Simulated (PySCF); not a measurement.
C4H3S, SMILES [c]1ccsc1, multiplicity 2. Coordinates come from a PBE-D3(BJ)/def2-SVP optimisation. The isomer is the one that the SMILES or the coordinates give; other isomers of the formula were not compared.

These are PySCF 2.14.0 with PBE-D3(BJ)/def2-SVP values and carry that method's errors.

Harmonic wavenumbers (cm⁻¹): 434, 533, 587, 600, 708, 721, 782, 833, 838, 1033, 1042, 1130, 1310, 1422, 1497, 3158, 3179, 3196. Rotational constants (GHz): 8.150, 5.616, 3.325; symmetry number 1.

Problem. Work out the zero-point energy and the ideal-gas rigid-rotor harmonic-oscillator thermochemistry at 298.15 K and 1 atm.

Solution. ZPE = ½ Σ hcν = ½ × 23003 cm⁻¹ = 137.59 kJ/mol. H − E(el) = 151.05 kJ/mol. Entropy in J/(mol K): translation 163.88, rotation 105.27, vibration 15.83, spin 5.76, total 290.74. G − E(el) = 64.36 kJ/mol. Cp = 72.53 J/(mol K).
